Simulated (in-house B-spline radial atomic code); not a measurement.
## Tm²⁺: [Xe] 4f13

All numbers are computed (Dirac-Kohn-Sham LDA exchange-only, spherical fractional occupations; Fermi nucleus of rms radius 5.2256 fm) with a radial B-spline atomic code at the basis-set limit, not measured.

Effective charges: Z_r = [3n² - l(l+1)]/(2<r>) from the radius, Z_e = n√(-2ε) from the energy, and Slater's rules. Values are occupation-weighted means over j. An effective charge above Z reflects the relativistic contraction of the inner shells.

| shell | electrons | ε (eV) | <r> (bohr) | Z_r | Z_e | Slater |
| --- | --- | --- | --- | --- | --- | --- |
| 1s | 2 | -59162 | 0.02003 | 74.90 | 65.94 | 68.70 |
| 2s | 2 | -9987.7 | 0.08436 | 71.12 | 54.19 | 64.85 |
| 2p | 6 | -8872.6 | 0.07503 | 66.64 | 51.07 | 64.85 |
| 3s | 2 | -2253.9 | 0.2208 | 61.16 | 38.61 | 57.75 |
| 3p | 6 | -1911.8 | 0.2197 | 56.90 | 35.56 | 57.75 |
| 3d | 10 | -1465.4 | 0.2 | 52.51 | 31.13 | 47.85 |
| 4s | 2 | -453.68 | 0.4981 | 48.18 | 23.10 | 41.25 |
| 4p | 6 | -340.27 | 0.5278 | 43.57 | 20.00 | 41.25 |
| 4d | 10 | -183.96 | 0.5724 | 36.69 | 14.71 | 29.85 |
| 5s | 2 | -66.568 | 1.231 | 30.47 | 11.06 | 12.20 |
| 5p | 6 | -40.459 | 1.465 | 24.91 | 8.62 | 12.20 |
| 4f | 13 | -16.222 | 0.8037 | 22.40 | 4.37 | 18.80 |

The least bound orbital is 4f7/2 at -15.71 eV, while the most diffuse is 5p3/2 (<r> = 1.503 bohr against 0.8126 bohr): energy order and size order differ.

Spin-orbit splittings of the orbital energies (j = l + 1/2 above j = l - 1/2 when positive): 2p 979 eV, 3p 206.6 eV, 3d 45.2 eV, 4p 46.84 eV, 4d 8.519 eV, 5p 5.788 eV, 4f 1.199 eV.

For the 1s electron the small component carries 6.68 % of the norm, the zero-frequency Breit interaction raises the level by 192.8 eV, self-energy by 117.8 eV, and vacuum polarisation lowers it by 20.69 eV.
